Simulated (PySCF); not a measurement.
Predicted microwave data (PySCF 2.14.0, PBE0-D3(BJ)/def2-SVP geometry optimisation, gas phase) for one isomer of C7H11F:

```
Rotational constants : A = 5483, B = 791.2, C = 729.6 MHz
Dipole components    : |μa| = 1.31 D, |μb| = 1.46 D, |μc| = 0.54 D
Inertial defect      : -38.26 u·Å²
κ                    : -0.97
```

Question: Which candidate fits, each taken in the one conformer that was computed?
A. 1-fluorobicyclo[2.2.1]heptane, `[C@]12(F)CC[C@@H](C2)CC1`
B. `F[C@H]1CCC12CCC2`
C. `F[C@]12C[C@@H](CCC2)C1`
D. `[CH2:1]=[CH:2][C@H:3]([F:4])/[CH:5]=[CH:6]/[CH2:7][CH3:8]` with C1–C2–C3–F4 4°, C2–C3–C5–C6 -115°, C5–C6–C7–C8 122°

Answer: D. It is C=C[C@H](F)/C=C/CC, a near-prolate asymmetric top, point group C1. The candidates at the same level (rigid rotor, commonest isotopes):

```tsv
SMILES	A (MHz)	B (MHz)	C (MHz)	μa (D)	μb (D)	μc (D)	Δ (u·Å²)	point group	rotor
C=C[C@H](F)/C=C/CC	5483	791.2	729.6	1.31	1.46	0.54	-38.26	C1	near-prolate asymmetric top
F[C@]12CC[C@H](CC1)C2	3185	2180	1835	1.78	0.00	0.10	-115.17	Cs	asymmetric top
F[C@]12CCC[C@H](C1)C2	3384	2078	1663	1.82	0.21	0.02	-88.76	C1	asymmetric top
F[C@H]1CCC12CCC2	3167	1828	1481	0.36	1.47	0.32	-94.85	C1	asymmetric top
```

`F[C@H]1CCC12CCC2` has B 131 % too high; `F[C@]12CCC[C@H](C1)C2` has B 163 % too high; `F[C@]12CC[C@H](CC1)C2` has B 175 % too high. No structure here is proved a minimum.
